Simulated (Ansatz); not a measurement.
Species: GeHF2, charge 0, doublet. GeHF2 (SMILES [F][GeH][F], doublet).
B3LYP-D3(BJ)/def2-TZVP minimum from Ansatz (a first-principles code):
```
Ge
F 1 1.7460
F 1 1.7460 2 103.73
H 1 1.5723 2 106.50 3 112.16
```
Charge 0, spin multiplicity 2.

Atomisation energy term by term, kcal/mol (programs: Ansatz). Open shells are spin-unrestricted; no spin-orbit coupling. Cores are frozen in correlated methods (noble-gas shells, and filled d and f shells in the p block). No relativity. CBS(X,Y): correlation extrapolated as X^-3, Hartree-Fock from the larger set. A bracket is a step between two methods taken in the basis named. For partners of very few electrons the exact lower level stands in for a higher one.

| term | basis | kcal/mol |
|---|---|---|
| Hartree-Fock | cc-pVQZ | 199.87 |
| CCSD correlation | CBS(cc-pVTZ,cc-pVQZ) | 86.69 |
| (T) | CBS(cc-pVTZ,cc-pVQZ) | 7.30 |
| CCSDT(Q) - CCSD(T) | cc-pVDZ | 0.78 |
| sum: De |  | 294.6 |
